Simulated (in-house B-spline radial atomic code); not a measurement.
Tl⁺. Computed with a B-spline radial atomic code. Model: non-relativistic spherical atom: semilocal Troullier-Martins pseudo-atom, one channel per l, against all electrons, high spin, G0W0 and RPA with empty states to l = 8, local potential for every l without a channel, a model core (radius 0 = none) keeps its share of the functional.

The core holds an angular momentum without a channel of its own, so the local potential lets valence electrons into it.

Without relativity these are model numbers for so heavy an element.

What the tables leave out is listed at the end.

The pseudopotential gives back the lowest level of each angular momentum of its own functional in the configuration it was made in; a second state of the same l is only approximately right. Exact exchange, RPA and GW see the smooth pseudo-orbitals and miss the exchange with the core, for which the functional's share stands in. The column with an uncorrelated core keeps all orbitals and exact exchange, and so separates missing core correlation from pseudisation. Only the three outermost levels and the lowest empty one were computed. RPA here is direct RPA, with no exchange kernel, and its energies carry an (l + 1/2)⁻⁴ tail. A hybrid on a potential with a model core restores only its own semilocal share of the core's exchange.

Command:
```bash
python run_psgw.py task.json out
```
Settings (lengths in bohr, energies in hartree):
```
Z                      81
electrons              80
configuration          [Xe] 4f14 5d10 6s2
generated_in           [Xe] 4f14 5d10 6s2 6p1
functional             lda,vwn
core_shells            12
radius_factor          1.3
core_correction        True
ion_configuration      [Xe] 4f14 5d10 6s1
```

Time taken, with all properties: 34 s on 1 thread of AMD EPYC 9R14 (Zen 4) (shared host).

Given: made with LDA VWN5; model core radius 0.971 bohr; local radius 1.727 bohr; mean-field start LDA VWN5.

Valence shells of the generating configuration: 5d, 6s, 6p.

Channel: s 3.037, p 3.4, d 1.432 (radii in bohr).

Computed: largest level miss in the spin-unpolarised generating configuration 0 eV; valence RPA correlation energy all-electron orbitals -0.65259 hartree; all-electron RPA polarisability, core included 24.08 bohr³; pseudo-atom RPA polarisability 24 bohr³; ionisation by mean-field pseudo minus all 0.018 eV; ionisation by RPA all-electron 17.949 eV; ionisation by RPA pseudo minus all 0.958 eV.

```json
{"level": "6s", "occupied": "1", "mean-field all-electron (eV)": "-14.221", "mean-field pseudo minus all (eV)": "0.002", "G0W0 all-electron (eV)": "-17.898", "G0W0 uncorrelated core minus all (eV)": "0.086", "G0W0 pseudo minus all (eV)": "-0.66", "exchange self-energy all-electron (eV)": "-13.404", "exchange self-energy pseudo (eV)": "-12.133"}
{"level": "6p (empty)", "occupied": "0", "mean-field all-electron (eV)": "-8.5267", "mean-field pseudo minus all (eV)": "-0.003", "G0W0 all-electron (eV)": "-5.7206", "G0W0 uncorrelated core minus all (eV)": "0.049", "G0W0 pseudo minus all (eV)": "-0.293", "exchange self-energy all-electron (eV)": "-4.2164", "exchange self-energy pseudo (eV)": "-3.7228"}
```

Q: What is the ionisation by mean-field all-electron?

A: 18.032 eV.

Q: What is the valence RPA correlation energy pseudo?

A: -1.0258 hartree.

Given: mean-field start PBE0.

Computed: valence RPA correlation energy all-electron orbitals -0.61158 hartree; valence RPA correlation energy pseudo -0.98589 hartree; pseudo-atom RPA polarisability 22.043 bohr³; ionisation by mean-field pseudo minus all 0.316 eV; ionisation by RPA all-electron 17.77 eV; ionisation by RPA pseudo minus all 0.971 eV.

```json
{"level": "6s", "occupied": "1", "mean-field all-electron (eV)": "-14.589", "mean-field pseudo minus all (eV)": "-0.271", "G0W0 all-electron (eV)": "-17.764", "G0W0 uncorrelated core minus all (eV)": "0.088", "G0W0 pseudo minus all (eV)": "-0.732", "exchange self-energy all-electron (eV)": "-13.076", "exchange self-energy pseudo (eV)": "-12.134"}
{"level": "5d", "occupied": "1", "mean-field all-electron (eV)": "-27.605", "mean-field pseudo minus all (eV)": "1.513", "G0W0 all-electron (eV)": "-32.204", "G0W0 uncorrelated core minus all (eV)": "-0.246", "G0W0 pseudo minus all (eV)": "3.493", "exchange self-energy all-electron (eV)": "-38.975", "exchange self-energy pseudo (eV)": "-23.092"}
{"level": "6p (empty)", "occupied": "0", "mean-field all-electron (eV)": "-7.4912", "mean-field pseudo minus all (eV)": "-0.244", "G0W0 all-electron (eV)": "-5.739", "G0W0 uncorrelated core minus all (eV)": "0.044", "G0W0 pseudo minus all (eV)": "-0.228", "exchange self-energy all-electron (eV)": "-3.7956", "exchange self-energy pseudo (eV)": "-3.6492"}
```

Q: What is the all-electron RPA polarisability, core included?

A: 22.671 bohr³.

Q: What is the ionisation by mean-field all-electron?

A: 17.306 eV.

Among the listed levels the largest G0W0 shift of the pseudo-atom is +3.49 eV, for 5d on the PBE0 start, while leaving the core uncorrelated moves that level by -0.25 eV. So pseudisation and the lost core exchange, not the missing core correlation, make the error. Not in the tables (levels of low weight, unsolved or above zero; the highest and the empty levels are kept at any weight): on LDA the G0W0 levels 5d (pseudo minus all +3.33 eV, weights 0.34 and 0.79); no Hartree-Fock pseudo-atom is run with a model core.
